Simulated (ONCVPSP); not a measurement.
## PBEsol ONCV dataset for Ni (Z = 28), scalar-relativistic all-electron reference.

- Element: nickel (Ni)
- Generator: ONCVPSP 4.0.1
- Type: optimised norm-conserving Vanderbilt (ONCV)
- Functional: PBEsol
- Relativity: scalar-relativistic
- Frozen core: [Ar]
- Valence charge: 10
- Reference configuration: 3d8 4s0.5 (charge +1.5)
- Partial waves: 4s: rc 1.70 bohr, ncon 5, nbas 9, qcut 3.3 1/bohr, 3 projectors, debl 3.3 Ha; p scattering state at 0.44 Ha: rc 1.85 bohr, ncon 4, nbas 7, qcut 4.4 1/bohr, 2 projectors, debl 1.8 Ha; 3d: rc 1.45 bohr, ncon 4, nbas 8, qcut 11.3 1/bohr, local
- Local potential: the d channel
- Core correction: Teter function, fcfact 5.5, rcfact 1.4

In the p channel the program set the typed energies aside and used 0.050, 1.850 Ha.

All-electron outer shells of the reference configuration (PBEsol, scalar-relativistic, ld1.x):

```tsv
shell	level (eV)	outermost node (bohr)	outermost maximum (bohr)
3p	-85.49	0.27	0.65
3d	-23.00	–	0.63
4s	-17.24	0.91	2.08
```

Calculated quality:

| Quantity | Value |
| --- | --- |
| Cutoffs needed | 54 Ha and 76 Ha (the cutoffs (Ha) at which the residual kinetic energy of the hardest occupied pseudo-wave falls to 1 and 0.1 mHa per electron) |
| Ghost test | ghosts flagged at negative energy: s at -124.1 eV, s at -27.2 eV; GHOST(+) flagged for p at 30.8 eV; a true bound ghost makes a file unfit for plane-wave use |
| Largest excitation error | +37 meV (all-electron minus pseudo) for 3d8 4s0 4p2, out of 4 test configurations |
| rms error of d²Exc/dni dnj | 9.78 mHa without and 1.58 mHa with the model core |

Generation and tests took about 2.9 s on one core of a shared server CPU.
